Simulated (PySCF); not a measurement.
Cr(OH)3 (CrH3O3), SMILES [OH][Cr]([OH])[OH] (connectivity only; charge and spin as stated), neutral, multiplicity 4. Geometry optimised at PBE-D3(BJ)/def2-SVP. The spin state was assumed, not searched. The values are those of a single conformer.

The numbers are results of PBE-D3(BJ)/def2-SVP (PySCF), not measurements.

Harmonic wavenumbers (cm⁻¹): 152, 195, 200, 321, 352, 398, 648, 660, 661, 680, 750, 753, 3660, 3667, 3671. Rotational constants (GHz): 6.022, 5.888, 3.053; symmetry number 1.

Task: Work out the zero-point energy and the ideal-gas rigid-rotor harmonic-oscillator thermochemistry at 298.15 K and 1 atm.

Result: ZPE = ½ Σ hcν = ½ × 16769 cm⁻¹ = 100.30 kJ/mol. H − E(el) = 119.50 kJ/mol. Entropy in J/(mol K): translation 166.55, rotation 106.69, vibration 51.50, spin 11.53, total 336.26. G − E(el) = 19.25 kJ/mol. Cp = 97.46 J/(mol K).
